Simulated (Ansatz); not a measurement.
Geometry optimisation, Ansatz, RKS B3LYP/def2-SVP.

Input:

```yaml
crystal:
  periodic: [false, false, false]
  atoms:
    - { symbol: Ge, position_ang: [0.0, 0.0, 0.0] }
    - { symbol: F, position_ang: [0.0, 0.0, 2.03] }
    - { symbol: H, position_ang: [1.4616, 0.0, -0.5162] }
    - { symbol: Cl, position_ang: [-1.0456, 1.8115, -0.7393] }
    - { symbol: H, position_ang: [-0.73, -1.2648, -0.5162] }
    - { symbol: "N", position_ang: [0.8285, 1.9267, 0.6969] }
    - { symbol: H, position_ang: [1.668, 1.9396, 1.3439] }
    - { symbol: H, position_ang: [0.3863, 2.8379, 0.3841] }
    - { symbol: H, position_ang: [0.486, 1.1302, 1.7808] }
basis:
  gaussian: { orbitals: def2-SVP }
hamiltonian:
  xc: b3lyp
relax:
  f_tol: 0.15
  max_steps: 25
  restrain:
    - { distance: [0, 5], at: 1.91, k: 30.0 }
    - { distance: [8, 1], at: 0.92, k: 30.0 }
    - { distance: [0, 1], at: 2.88, k: 30.0 }
    - { distance: [8, 5], at: 2.26, k: 30.0 }
output:
  orbitals: {}
```

Launched with:

```bash
$ ansatz run input.yaml --threads 2 --pin off --max-ram 3072MiB --backend cpu --events-out ev --progress --plain --runs-dir out
```

Q: Where does it end, and by what steps?

A: It converged. The restraints hold the end off the free minimum; the threshold counts their pulls, which the force column leaves out. Restrained pairs: Ge1–N6 (2.21 → 1.89 Å), F2–H9 (1.26 → 0.93 Å), Ge1–F2 (2.03 → 2.88 Å), N6–H9 (1.39 → 2.25 Å). After 18 steps the energy has fallen by 3.502 eV (the restraints' own energy left out); Cl4 moved furthest, 1.69 Å.

```json
{"step": "0", "energy less start (eV)": "0.0000", "largest force component (eV/Å)": "4.940", "accepted": "yes"}
{"step": "1", "energy less start (eV)": "0.0635", "largest force component (eV/Å)": "3.680", "accepted": "yes"}
{"step": "2", "energy less start (eV)": "-0.2123", "largest force component (eV/Å)": "3.229", "accepted": "yes"}
{"step": "3", "energy less start (eV)": "-1.1877", "largest force component (eV/Å)": "1.621", "accepted": "yes"}
{"step": "4", "energy less start (eV)": "-2.0066", "largest force component (eV/Å)": "1.003", "accepted": "yes"}
{"step": "5", "energy less start (eV)": "-2.4058", "largest force component (eV/Å)": "0.900", "accepted": "yes"}
{"step": "6", "energy less start (eV)": "-2.7618", "largest force component (eV/Å)": "0.754", "accepted": "yes"}
{"step": "7", "energy less start (eV)": "-2.9525", "largest force component (eV/Å)": "0.795", "accepted": "yes"}
{"step": "8", "energy less start (eV)": "-3.0989", "largest force component (eV/Å)": "0.938", "accepted": "yes"}
{"step": "9", "energy less start (eV)": "-3.1785", "largest force component (eV/Å)": "1.777", "accepted": "yes"}
{"step": "10", "energy less start (eV)": "-3.2874", "largest force component (eV/Å)": "0.746", "accepted": "yes"}
{"step": "11", "energy less start (eV)": "-3.3767", "largest force component (eV/Å)": "0.708", "accepted": "yes"}
{"step": "12", "energy less start (eV)": "-3.4133", "largest force component (eV/Å)": "0.774", "accepted": "yes"}
{"step": "13", "energy less start (eV)": "-3.4111", "largest force component (eV/Å)": "1.625", "accepted": "no"}
{"step": "14", "energy less start (eV)": "-3.4376", "largest force component (eV/Å)": "0.700", "accepted": "yes"}
{"step": "15", "energy less start (eV)": "-3.4580", "largest force component (eV/Å)": "0.669", "accepted": "yes"}
{"step": "16", "energy less start (eV)": "-3.4904", "largest force component (eV/Å)": "0.693", "accepted": "yes"}
{"step": "17", "energy less start (eV)": "-3.4924", "largest force component (eV/Å)": "0.907", "accepted": "yes"}
{"step": "18", "energy less start (eV)": "-3.5022", "largest force component (eV/Å)": "0.731", "accepted": "yes"}
```

```xyz
9
Properties=species:S:1:pos:R:3
Ge 0.044 0.584 -0.266
F 0.563 -0.597 2.314
H 1.177 -0.422 -0.472
Cl -0.387 1.438 -2.249
H -1.292 0.065 0.267
N 0.663 1.946 0.889
H 1.542 2.352 0.569
H -0.010 2.708 0.988
H 0.753 0.306 2.423
```

The run took 38 s on 2 threads of Intel(R) Xeon(R) Platinum 8488C (Sapphire Rapids), with other jobs on the host, peak memory 0.26 GiB.
